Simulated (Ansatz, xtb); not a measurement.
Breaking the B1–H2 bond in BH3O (SMILES BO) (multiplicity 1 held, fragments rigid). Energies count from the point at 1.192 Å.
Geometry at that point (charge 0, multiplicity 1):
```tsv
atom	x (Å)	y (Å)	z (Å)
B	-0.4484	-0.5534	0.0610
H	-0.3382	-1.3375	0.9518
H	-1.3024	-0.6419	-0.7734
O	0.4452	0.4596	0.0279
H	0.3210	1.0699	-0.7069
```

Restricted levels (R-, RO-) in cc, def2 and unpolarised 6-31G sets keep to the state of the molecule at rest. Active spaces are followed from a long bond inwards. Levels need not reach the same state.

Cores are frozen in the correlated methods.

The values were computed with Ansatz (a program for electronic structure) with Gaussian orbitals; xtb for the GFN methods. Values without a source in brackets are computed. The GFN methods have no spin term and hold the electronic entropy of 300 K.

Energies in eV.

```
R (Å)  GFN2-xTB  R-HF/cc-pVDZ  R-MP2/cc-pVDZ  R-SCS-MP2/cc-pVDZ  R-CCSDT(Q)/cc-pVDZ  FIC-MRCISD+Q on CASSCF(2,2)/cc-pVDZ
-----  --------  ------------  -------------  -----------------  ------------------  -----------------------------------
0.953      0.98          1.18           1.20               1.21                1.22                                 1.22
1.073      0.14          0.25           0.27               0.27                0.28                                 0.27
1.192      0.00          0.00           0.00               0.00                0.00                                 0.00
1.311      0.18          0.14           0.12               0.11                0.10                                 0.10
1.430      0.49          0.48           0.45               0.44                0.41                                 0.42
1.609      1.06          1.19           1.12               1.11                1.05                                 1.06
1.788      1.69          1.97           1.87               1.85                1.74                                 1.75
2.086      2.69          3.23           3.05               3.01                2.78                                 2.79
2.384      3.55          4.33           4.04               3.99                3.56                                 3.56
2.741      4.34          5.43           4.96               4.87                4.15                                 4.15
3.218      5.00          6.57           5.76               5.62                4.50                                 4.51
3.814      5.38          7.60           6.21               5.98                4.63                                 4.64
```

Doubts at one or more of the structures used: a restricted determinant that unrestricted orbitals would lower (R-HF/cc-pVDZ, R-MP2/cc-pVDZ, R-SCS-MP2/cc-pVDZ, R-CCSDT(Q)/cc-pVDZ); other coupled-cluster roots lie near (R-CCSDT(Q)/cc-pVDZ); T1 above 0.05 (R-CCSDT(Q)/cc-pVDZ).
